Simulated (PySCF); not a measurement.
# Spinor energies of Lu(30+) (lutetium, charge +30)

Start: [Kr] 4d5; 4d3/2 filled at m_j = -3/2, -1/2, +1/2, +3/2; 4d5/2 filled at m_j = +5/2. Calculated with PySCF 2.14 in an uncontracted even-tempered set (17 s from 2.8 bohr⁻², ratio 2.8; 14 p from 3.6 bohr⁻², ratio 2.8; 9 d from 3.6 bohr⁻², ratio 2.8; 3 f from 15 bohr⁻², ratio 3): generalised Hartree-Fock with the X2C-1e Hamiltonian and a Gaussian nucleus; one run each with spin-orbit coupling (SO) switched off, then screened by Boettger's factors.

| spinor shell | electrons | ε, spin-free (eV) | ε, screened SO (eV) | weight of nominal j (screened SO) | rms radius, screened SO (bohr) |
| --- | --- | --- | --- | --- | --- |
| 1s1/2 | 2 | -64767.2 | -64749.5 | 1.000 | 0.0219 |
| 2s1/2 | 2 | -12093.5 | -12087.4 | 1.000 | 0.0885 |
| 2p1/2 | 2 | -10773.8 | -11570.0 | 1.000 | 0.0754 |
| 2p3/2 | 4 | -10773.8 | -10443.9 | 1.000 | 0.0825 |
| 3s1/2 | 2 | -3649.1 | -3646.8 | 1.000 | 0.225 |
| 3p1/2 | 2 | -3245.5 | -3419.9 | 1.000 | 0.217 |
| 3p3/2 | 4 | -3245.5 | -3171.4 | 1.000 | 0.230 |
| 3d3/2 | 4 | -2760.5 | -2794.1 | 0.998 | 0.203 |
| 3d5/2 | 6 | -2760.5 | -2735.7 | 0.999 | 0.208 |
| 4s1/2 | 2 | -1520.3 | -1519.4 | 1.000 | 0.471 |
| 4p1/2 | 2 | -1367.0 | -1425.5 | 0.993 | 0.476 |
| 4p3/2 | 4 | -1367.0 | -1341.2 | 0.996 | 0.503 |
| 4d3/2 | 4 | -1191.7 | -1194.4 | 0.949 | 0.495 |
| 4d5/2 | 1 | -1191.7 | -1180.4 | 1.000 | 0.502 |

```
   quantity     spin-free   screened SO
E (hartree)  -14092.57365  -14107.59239
        M_J           5/2           5/2
       ⟨J²⟩         8.750         8.758
       ⟨L²⟩         0.000         3.915
       ⟨S²⟩         8.750         4.070
```

Each row is a mean over spinors that exchange with the open shell spreads, by up to 20.636 eV (4p3/2).

Breit and QED terms are absent; they matter most for the inner s and p1/2 levels.

Densities and radii are taken from the X2C orbitals without a picture-change correction, which distorts them close to the nucleus.

Without spin-orbit coupling the j labels of p, d and f shells carry no meaning; the spin-free column gives the mean over the occupied spinors of each nl shell.
